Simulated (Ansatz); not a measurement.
AlB2FH2OS (`[F][Al]1[BH]O[B]1S`), relaxed with RKS PBE0-D4/def2-TZVP in the Gaussian-basis code of Ansatz from a PBE-D4/def2-SVP geometry. The force threshold is 0.005 eV/Å; the program also tests the step.

Charge 0, multiplicity 1.

Start:

```xyz
8

F    -0.950    3.210    0.087
Al   -0.553    1.583    0.230
B    -0.590   -0.192    1.439
O     0.067   -0.856    0.401
B     0.360   -0.078   -0.753
S     1.191   -0.784   -2.168
H    -0.858   -0.830    2.440
H     1.333   -2.053   -1.675
```

(1) By how much does the energy fall, and how many steps does the optimiser take? (Estimate.)

(2) Which bonds change most? (Estimate.)

(3) Give the relaxed structure. (An estimate is asked.)

## Answers

(1) Computed: 0.78 kcal/mol, in 6 steps.

(2) Computed: F1–Al2 from 1.681 to 1.650 Å; B3–H7 from 1.217 to 1.195 Å; S6–H8 from 1.369 to 1.349 Å; O4–B5 from 1.423 to 1.407 Å.

(3) Computed: 
```xyz
8

F    -0.939    3.170    0.087
Al   -0.549    1.574    0.228
B    -0.587   -0.189    1.432
O     0.062   -0.852    0.402
B     0.355   -0.084   -0.739
S     1.183   -0.778   -2.150
H    -0.853   -0.810    2.419
H     1.329   -2.033   -1.679
```
